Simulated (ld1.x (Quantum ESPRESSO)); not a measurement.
# An all-electron radial function and its pseudo partner (promethium (Pm))

Columns: radius, all-electron u(r) and pseudo u(r) of the 6s shell (level -3.92 eV) of promethium in the configuration [Xe] 4f5 5d0 6s1.5 6p0.5; PBEsol, scalar-relativistic, TM semilocal scheme, ld1.x (Quantum ESPRESSO) 7.5.

```
r (bohr)  all-electron   pseudo
   0.155        0.0815  -0.0159
   0.310       -0.0258  -0.0318
   0.465       -0.1548  -0.0476
   0.620       -0.0648  -0.0632
   0.775        0.0896  -0.0786
   0.930        0.2036  -0.0939
   1.085        0.2501  -0.1095
   1.240        0.2375  -0.1258
   1.395        0.1835  -0.1435
   1.550        0.1053  -0.1634
   1.705        0.0162  -0.1867
   1.860       -0.0745  -0.2144
   2.015       -0.1607  -0.2473
   2.170       -0.2390  -0.2856
   2.325       -0.3077  -0.3283
   2.480       -0.3663  -0.3730
   2.635       -0.4149  -0.4162
   2.790       -0.4543  -0.4544
   2.945       -0.4852  -0.4852
   3.100       -0.5086  -0.5086
   3.255       -0.5254  -0.5254
   3.410       -0.5364  -0.5364
   3.565       -0.5423  -0.5423
   3.720       -0.5437  -0.5437
   3.875       -0.5412  -0.5412
   4.030       -0.5353  -0.5353
```

Question: How many radial nodes do the two functions have?

Answer: The all-electron 6s function has n − l − 1 = 5 (the table is too coarse to show those close to the nucleus); the pseudo-wave has 0, since the states of the same l below it are removed with the core.

Question: At about which radius was the pseudo-wave matched?

Answer: 2.95 bohr. The columns agree to 0.0005 from 2.79 bohr on; several derivatives are matched, so the curves merge somewhat inside the radius.

Question: Where does each function peak?

Answer: Outermost all-electron maximum near 3.72 bohr, pseudo maximum near 3.72 bohr (to the table’s step).

Question: Is the pseudo-wave norm-conserving?

Answer: Yes: the TM semilocal scheme keeps the norm inside the radius equal to the all-electron one, which fixes the energy derivative of the logarithmic derivative at the level.
